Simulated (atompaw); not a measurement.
Pseudopotential generation for H (Z = 1): PAW (atompaw), PBE, scalar-relativistic.

| Property | Result |
| --- | --- |
| Element | hydrogen (H) |
| Generator | atompaw 4.2.0.5 |
| Type | PAW |
| Functional | PBE |
| Relativity | scalar-relativistic |
| Frozen core | none |
| Valence charge | 1 |
| Reference configuration | 1s1 |
| Partial waves | 1s (bound): rc 1.55 bohr; 1s channel at 0.35 Ry: rc 1.55 bohr; 2p channel at -0.1 Ry: rc 1.55 bohr |
| Local potential | vpsmatchnc scheme with l = 2 at 0 Ry, radius 1.40 bohr |
| Core correction | none |
| Augmentation charge | sinc compensation charge, radius 1.25 bohr; PAW radius 1.55 bohr; waves and projectors: custom rrkj vanderbiltortho |

All-electron outer shells of the reference configuration (PBE, scalar-relativistic, ld1.x):

```
shell  level (eV)  outermost node (bohr)  outermost maximum (bohr)
   1s       -6.49                      –                      1.03
```

Task: Estimate the cutoffs (Ry, on a coarse ladder) from which the occupation-weighted sum of valence levels, in a spherical-Bessel basis at the reference potential, stays within 10 and 1 mRy of its value at 400 Ry.

Result: 12 Ry and 18 Ry.

Task: What does a ghost test show?

Result: No extra level below or beside the all-electron valence levels (s, p, d, f tested).

Task: Is the overlap operator S = 1 + Σ q|β⟩⟨β| positive definite (Bessel basis up to 400 Ry)?

Result: Yes: its lowest eigenvalue is 0.23 (p channel).
